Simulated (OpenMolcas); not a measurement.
## How methods differ on AlCl3 (aluminium trichloride (monomer))

AlCl3: 4 atoms, total charge 0, spin state singlet. SMILES: `Cl[Al](Cl)Cl`. The shape is that of a PBE0-D4/def2-TZVP optimisation.

```xyz
4

Cl   -1.1350   -0.1084    1.7262
Al    0.0000    0.0000    0.0000
Cl    1.7420   -1.1040   -0.1636
Cl   -0.6069    1.2125   -1.5626
```

Quantity: the energy change with the Cl1–Al2 bond stretched from 2.069 to 2.379 Å, in eV. The values are calculated.

```tsv
level	kind	program	value (eV)	less CCSD(T)/6-311+G**	CPU time (all runs)
HF/6-311+G** (restricted)	Hartree–Fock	OpenMolcas	0.59	+0.02	28 s
BLYP/6-311+G** (restricted)	GGA	OpenMolcas	0.40	-0.17	44 s
revPBE/6-311+G** (restricted)	GGA	OpenMolcas	0.42	-0.15	44 s
r2SCAN/6-311+G** (restricted)	meta-GGA	OpenMolcas	0.54	-0.03	49 s
BHLYP/6-311+G** (restricted)	global hybrid	OpenMolcas	0.59	+0.02	45 s
B2PLYP/6-311+G** (restricted)	double hybrid	OpenMolcas	0.54	-0.03	39 s
MP2/6-311+G** (restricted)	perturbation theory	OpenMolcas	0.60	+0.03	26 s
CCSD(T)/6-311+G** (Cholesky decomposition) (restricted)	coupled cluster or CI	OpenMolcas	0.57	0.00	6 min
```

CCSD(T)/6-311+G** (Cholesky decomposition) (restricted) is the highest level here, not the true value. The first shape isn't each level's own minimum. The values span 0.40 to 0.60 eV. CPU times are rough (shared hosts, several kinds of processor): they show what a rung costs within a factor of a few.
